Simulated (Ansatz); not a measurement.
Gas-phase reaction in SMILES: BN (BNH4) → B[NH] + H atom (the H-N bond at the site shown breaks; other sites are not compared here)
Structures are relaxed separately at B3LYP-D3(BJ)/def2-TZVP in Ansatz (a quantum-chemistry and plane-wave program), one conformer each, not searched for the lowest.
Geometry of the first species:
SMILES: BN
```xyz
6

B     -0.7766     0.0323    -0.0041
N      0.6098    -0.0254     0.0032
H     -1.3984    -0.9854    -0.0254
H     -1.3119     1.0982     0.0110
H      1.1972     0.7922     0.0209
H      1.1274    -0.8889    -0.0085
```
Charge 0, spin multiplicity 1.

Wanted: bond dissociation energy (electronic energy difference), in eV. Correlated levels leave the core frozen unless marked. UHF or UKS for open shells. Spin-orbit coupling is left out. Non-relativistic. CBS(X,Y): correlation extrapolated as X^-3; Hartree-Fock from the larger set.

Level to compare with: CCSD(T)/CBS(def2-TZVPPD,def2-QZVPPD) (Ansatz), 5.33 eV. It is a level with limits of its own, and the differences hold the functionals' basis error too.

**Question.** Rank these functionals by how close they come to CCSD(T)/CBS(def2-TZVPPD,def2-QZVPPD), closest first: BHLYP/def2-TZVPD (Ansatz); wB97M-V/def2-TZVPD (Ansatz); HSE06/def2-TZVPD (Ansatz).

**Answer.** wB97M-V/def2-TZVPD (range-separated hybrid meta-GGA with VV10, 5.24 eV, difference -0.09), BHLYP/def2-TZVPD (global hybrid, 5.12 eV, difference -0.21), HSE06/def2-TZVPD (screened hybrid, 5.07 eV, difference -0.26)
